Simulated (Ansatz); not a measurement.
C2H5S, doublet, geometry from GFN2-xTB; B3LYP/6-31+G* (Ansatz, an electronic-structure program).

Ansatz was given this input:
Ansatz 0.2 input:
```yaml
crystal:
  periodic: [false, false, false]
  atoms:
    - {symbol: C, position_ang: [0.00596101, 1.31810472, -0.60732876]}
    - {symbol: S, position_ang: [-0.17114785, 0.11511586, 0.58372680]}
    - {symbol: C, position_ang: [0.22202030, -1.37363243, -0.38519703]}
    - {symbol: H, position_ang: [0.71061926, 1.15790413, -1.39965789]}
    - {symbol: H, position_ang: [-0.22649668, 2.31627681, -0.29702164]}
    - {symbol: H, position_ang: [0.13226791, -2.22530445, 0.28055238]}
    - {symbol: H, position_ang: [-0.48349098, -1.45937936, -1.20603518]}
    - {symbol: H, position_ang: [1.23757816, -1.29818465, -0.76231178]}
basis:
  gaussian:
    orbitals: 6-31+G_.json
hamiltonian:
  xc: b3lyp
magnetization: {spin_polarized: true, initial_magnetization: 1}
```
The basis file holds 6-31+G* in the JSON format of the Basis Set Exchange.

The log (banner, timings and long lists left out):

```
Functional definition: B3LYP
693 factors; integrals over basis functions are off by at most 6.8e-4 eV
mean field evaluation 1: about -12980.4727 eV, gradient 4.3e1 eV
mean field evaluation 2: about -12970.4997 eV, gradient 5.7e1 eV
mean field evaluation 4: about -12989.2188 eV, gradient 4.9e0 eV
mean field evaluation 8: about -12989.5361 eV, gradient 2.5e-1 eV
mean field evaluation 16: about -12989.5366 eV, gradient 7.6e-5 eV
mean field -12989.53658751 eV, -477.3566649668 hartree, gradient 7.7e-5 eV, S^2 0.754530; 0 other end points of the search recorded, 0 dependent functions left out
reference -12989.53688342 eV, -477.3566758413 hartree; 17, 16 occupied and 54, 55 virtual orbitals, 693 factors
Total energy: -12989.53688342 eV, -477.3566758413 hartree
```
